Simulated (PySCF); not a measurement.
Ge(H)3(OAc) (C₂H₆GeO₂), SMILES O=C([O][GeH3])C.

The structure is a stationary point at B3LYP-D3(BJ)/def2-SVP.

Two levels are set side by side: TDA-PBE/def2-SVPD (PySCF) and TDA-M06-2X/def2-SVPD (PySCF). Vertical, same geometry. The lowest singlet is HOMO→LUMO 100 % with PBE and HOMO→LUMO+2 88 % with the other functional; states are paired by order. Differences are taken from unrounded values.

```tsv
quantity	TDA-PBE
lowest singlet excitation (eV)	5.60
lowest triplet excitation (TDA) (eV)	5.09
```

Problem. These are the TDA-PBE values. What does TDA-M06-2X give? (An estimate is asked for; the answer gives what the named calculation found.)

Solution. 
```csv
quantity,TDA-M06-2X,TDA-PBE minus TDA-M06-2X
lowest singlet excitation (eV),5.77,-0.17
lowest triplet excitation (TDA) (eV),5.34,-0.26
```

Rough cost on one machine, each run with all the roots and properties that it gave: TDA-M06-2X against TDA-PBE about 7 times.
